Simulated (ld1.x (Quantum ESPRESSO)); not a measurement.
# What one change does to a pseudopotential (Ba, TM semilocal)

* Element: barium
* Generator: ld1.x (Quantum ESPRESSO) 7.5
* Type: norm-conserving Troullier–Martins (semilocal form)
* Functional: PBE
* Relativity: scalar-relativistic
* Frozen core: [Xe]
* Valence charge: 2
* Reference configuration: 5d0 6s2 6p0
* Partial waves: 6s (bound): rc 3.95 bohr; 6p (bound, empty): rc 3.70 bohr; 5d (bound, empty): rc 3.55 bohr
* Local potential: the d channel
* Core correction: none

Change: core correction a·sin(br)/r model core inside 1.92 bohr.

Cutoffs: the cutoffs (Ry, on a coarse ladder) from which the occupation-weighted sum of valence levels, in a spherical-Bessel basis at the reference potential, stays within 10 and 1 mRy of its value at 400 Ry; they do not see the model core or the augmentation charge, which bear on the density cutoff. Errors are all-electron minus pseudo energies relative to the spin-unpolarised reference configuration.

Problem. How do hardness, ghosts and transferability respond?

Solution. Both files are so soft that the ladder of cutoffs tells neither apart; of the 7 tests that both files solve, the error grows in 0 and shrinks in 5 by more than 15 % and 0.3 meV (median size 117.2 → 15.0 meV); neither file shows a bound ghost. Exchange and correlation are not linear in the density, so unscreening with the valence charge alone errs where core and valence overlap; a model core restores that term. A semilocal file is local in each channel, so a ghost entry of none says nothing of the separable form that plane-wave codes build from it. A model core, the more so a compact one, raises the density cutoff, which this test does not measure.

| quantity | base | changed |
| --- | --- | --- |
| cutoff, loose | 6 Ry | 6 Ry |
| cutoff, tight | 6 Ry | 6 Ry |
| bound ghosts | none | none |
| error for 5d0 6s1 6p0, meV [ΔE 5.36 eV] | +5.6 | -6.1 |
| error for 5d0 6s1.5 6p0, meV [ΔE 2.14 eV] | -0.7 | -0.8 |
| error for 5d0 6s1 6p1, meV [ΔE 2.03 eV] | +51 | -2.9 |
| error for 5d0 6s0 6p1, meV [ΔE 7.96 eV] | +400 | +26 |
| error for 5d0.5 6s1.5 6p0, meV [ΔE 0.64 eV] | +117 | -15 |
| error for 5d1 6s0 6p0, meV [ΔE 6.04 eV] | +485 | -71 |
| error for 5d1 6s1 6p0, meV [ΔE 1.33 eV] | +295 | -49 |
| s: phases at 4.29 bohr within 0.05 rad from the reference energy up to (Ry; the scan ends near 5) | 0.9 | 0.9 |
| p: phases at 4.29 bohr within 0.05 rad from the reference energy up to (Ry; the scan ends near 5) | 0.0 | 0.0 |
| d: phases at 4.29 bohr within 0.05 rad from the reference energy up to (Ry; the scan ends near 5) | 3.7 | 3.7 |
